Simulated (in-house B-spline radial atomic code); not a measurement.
How G0W0 and RPA depend on the start: Sb

Configuration [Kr] 4d10 5s2 5p3, highest spin. Computed with a B-spline radial code for spherical atoms: all electrons, scalar-relativistic (spin-free one-electron X2C), finite nucleus, each spin shell either full or empty, empty states to l = 9 with an (l + 1/2)⁻⁴ tail; G0W0 by contour deformation at full frequency.

Spin-orbit coupling, left out, splits p levels strongly here.

```
            start  mean-field 5p up (eV)  G0W0 (eV)  QP weight  RPA correlation (Eh)
     Hartree-Fock                 -9.096     -9.537      0.947               -3.6281
         LDA VWN5                 -5.529     -8.894      0.809               -3.9672
              PBE                 -5.468     -8.880      0.792               -3.9605
             PBE0                 -6.524     -9.157      0.883               -3.8671
           r2SCAN                 -5.828     -9.064      0.861               -3.9006
            HSE06                 -6.102     -9.079      0.856               -3.8775
  B3LYP (VWN-RPA)                 -6.153          ?          ?                     ?
             SCAN                 -5.817     -9.028      0.860               -3.8993
             TPSS                 -5.554          ?          ?                     ?
        BHandHLYP                 -7.259     -9.279      0.914               -3.7832
        CAM-B3LYP                 -7.591     -9.304      0.921               -3.8411
          LC-wPBE                 -9.058     -9.399      0.943               -3.8328
            wB97X                 -8.488     -9.404      0.938               -3.8163
           PBEsol                 -5.473     -8.888      0.801                -3.963
             BLYP                 -5.152     -8.791      0.756               -3.9629
          r2SCAN0                 -6.774     -9.211      0.902               -3.8283
LDA exchange-only                 -4.810     -8.763      0.693               -3.9651
```

Q: What G0W0 level, weight and RPA correlation energy follow from the TPSS start?

A: G0W0 level -8.943 eV, weight 0.810, RPA correlation -3.9422 hartree.

Q: What G0W0 level, weight and RPA correlation energy follow from the B3LYP (VWN-RPA) start?

A: G0W0 level -9.093 eV, weight 0.865, RPA correlation -3.8875 hartree.

Q: How much of the dependence on the start does G0W0 remove?

A: The mean-field levels span 4.29 eV and the G0W0 levels 0.774 eV. Against 8.608 eV (NIST, measured) the G0W0 removal energies are off by +0.15 to +0.93 eV, with spin-orbit coupling, Breit and QED terms left out.
